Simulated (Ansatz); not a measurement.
`[CH3][GeH]([CH3])[Br]`, charge 0, multiplicity 1.

Give a relaxed structure at PBE0-D4/def2-TZVP (Ansatz 0.2.0). (An estimate is asked.)

The calculation gave: 
Z-matrix (Å, degrees):
```
C
Ge 1 1.943
H 1 1.090 2 109.8
H 1 1.092 2 109.9 3 -119.9
H 1 1.090 2 110.2 3 120.0
C 2 1.943 1 113.2 3 56.5
Br 2 2.329 1 106.9 3 -61.0
H 2 1.539 1 111.9 3 -175.9
H 6 1.092 2 109.9 1 63.5
H 6 1.090 2 109.8 1 -56.5
H 6 1.090 2 110.2 1 -176.5
```
Point group Cs.
This is one stationary point; other conformers may exist.
